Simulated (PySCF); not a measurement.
## Bond curve of MoO

Set-up: Mo cc-pVDZ-PP with ECP28, O cc-pVDZ; scalar-relativistic core potentials (PySCF 2.14). Energies in eV from Mo (4d5 5s1) + O in their ground configurations at the same level. State: ⁵Π (quintet), unpaired electrons σ ↑, π ↑, δ ↑↑.

All columns are PBE0. A positive dipole means Mo(−)O(+).

| R (Å) | E (eV) | μ (D) | Mulliken charge on Mo (basis-dependent) | HOMO (eV) | LUMO (eV) | Mayer bond order | ⟨S²⟩ |
| --- | --- | --- | --- | --- | --- | --- | --- |
| 1.461 | -2.985 | -1.13 | 0.08 | -4.35 | -2.14 | 2.62 | 6.01 |
| 1.529 | -4.075 | -1.85 | 0.15 | -4.64 | -2.31 | 2.55 | 6.02 |
| 1.597 | -4.681 | -2.51 | 0.21 | -4.92 | -2.50 | 2.49 | 6.02 |
| 1.648 | -4.895 | -2.96 | 0.25 | -5.11 | -2.65 | 2.45 | 6.03 |
| 1.699 | -4.954 | -3.37 | 0.28 | -5.29 | -2.79 | 2.40 | 6.05 |
| 1.750 | -4.892 | -3.74 | 0.31 | -5.45 | -2.92 | 2.35 | 6.07 |
| 1.818 | -4.679 | -4.14 | 0.34 | -5.62 | -3.04 | 2.26 | 6.14 |
| 1.903 | -4.298 | -4.44 | 0.35 | -5.75 | -3.08 | 2.07 | 6.30 |
| 2.005 | -3.806 | -4.58 | 0.35 | -5.85 | -2.94 | 1.76 | 6.55 |
| 2.141 | -3.195 | -4.68 | 0.34 | -5.93 | -2.65 | 1.41 | 6.80 |

A fit through these points gives, at Re = 1.696 Å, μ = -3.35 D and dμ/dR = -7.76 D/Å; the reduced mass is 13.75 u.

**Question.** How strong is the fundamental in the double-harmonic approximation, I = 42.26·(dμ/dR)²/μred km/mol?

**Answer.** I = 42.26·(-7.76)²/13.75 = 185 km/mol at PBE0.

The metal atom is held in its measured ground configuration; semilocal functionals can put another filling of s and d lower by some tenths of an eV, and De to that atom would be smaller. ⟨S²⟩ of the unrestricted solution departs from its pure value on part of the curve, where spin states mix. These are scalar-relativistic numbers at best; spin–orbit coupling would shift them, the dissociation energy most. The state is the lowest single determinant that the PBE0 search found; with open d or f shells the true ground state can be another one.
